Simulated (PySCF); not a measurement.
# Two-component Hartree-Fock for Ca⁻ (calcium, charge -1)

Start: [Ar] 3d1 4s2; 3d3/2 filled at m_j = +3/2. Calculated with PySCF 2.14 in x2c-TZVPall-2c with one added diffuse shell each of s, p, d type (7s8p4d, 51 functions): generalised Hartree-Fock with the X2C-1e Hamiltonian and a Gaussian nucleus; one run each with spin-orbit coupling (SO) switched off, then screened by Boettger's factors.

```json
{"spinor shell": "1s1/2", "electrons": "2", "ε, spin-free (eV)": "-4081.9", "ε, screened SO (eV)": "-4081.9", "weight of nominal j (screened SO)": "1.000", "rms radius, screened SO (bohr)": "0.0888"}
{"spinor shell": "2s1/2", "electrons": "2", "ε, spin-free (eV)": "-458.77", "ε, screened SO (eV)": "-458.77", "weight of nominal j (screened SO)": "1.000", "rms radius, screened SO (bohr)": "0.393"}
{"spinor shell": "2p1/2", "electrons": "2", "ε, spin-free (eV)": "-368.25", "ε, screened SO (eV)": "-370.82", "weight of nominal j (screened SO)": "1.000", "rms radius, screened SO (bohr)": "0.361"}
{"spinor shell": "2p3/2", "electrons": "4", "ε, spin-free (eV)": "-368.25", "ε, screened SO (eV)": "-366.98", "weight of nominal j (screened SO)": "1.000", "rms radius, screened SO (bohr)": "0.363"}
{"spinor shell": "3s1/2", "electrons": "2", "ε, spin-free (eV)": "-58.733", "ε, screened SO (eV)": "-58.733", "weight of nominal j (screened SO)": "1.000", "rms radius, screened SO (bohr)": "1.24"}
{"spinor shell": "3p1/2", "electrons": "2", "ε, spin-free (eV)": "-33.632", "ε, screened SO (eV)": "-33.920", "weight of nominal j (screened SO)": "1.000", "rms radius, screened SO (bohr)": "1.38"}
{"spinor shell": "3p3/2", "electrons": "4", "ε, spin-free (eV)": "-33.632", "ε, screened SO (eV)": "-33.489", "weight of nominal j (screened SO)": "1.000", "rms radius, screened SO (bohr)": "1.38"}
{"spinor shell": "4s1/2", "electrons": "2", "ε, spin-free (eV)": "-2.510", "ε, screened SO (eV)": "-2.510", "weight of nominal j (screened SO)": "0.999", "rms radius, screened SO (bohr)": "4.64"}
{"spinor shell": "3d3/2", "electrons": "1", "ε, spin-free (eV)": "1.301", "ε, screened SO (eV)": "1.301", "weight of nominal j (screened SO)": "0.798", "rms radius, screened SO (bohr)": "10.5"}
```

```json
{"quantity": "E (hartree)", "spin-free": "-679.56995", "screened SO": "-679.57331"}
{"quantity": "M_J", "spin-free": "3/2", "screened SO": "3/2"}
{"quantity": "⟨J²⟩", "spin-free": "4.759", "screened SO": "4.768"}
{"quantity": "⟨L²⟩", "spin-free": "6.007", "screened SO": "6.007"}
{"quantity": "⟨S²⟩", "spin-free": "0.753", "screened SO": "0.753"}
```

The configuration of this anion was assumed by filling the next shell in order. It is not the known or likely ground configuration (Ca⁻, Sr⁻ and Ba⁻, for instance, bind a p electron), so these values are not the electron affinity of the element. At GHF the highest occupied level has a positive energy, so only the finite basis holds that electron. The determinant has a definite M_J but mixes levels of different J.

Rows whose weight is well below 1 are mixtures of j = l ± 1/2: exchange outweighs spin-orbit coupling there, and the label is only the starting occupation.

Without spin-orbit coupling the j labels of p, d and f shells carry no meaning; the spin-free column gives the mean over the occupied spinors of each nl shell, and its ⟨J²⟩ belongs to a mixture of degenerate components.
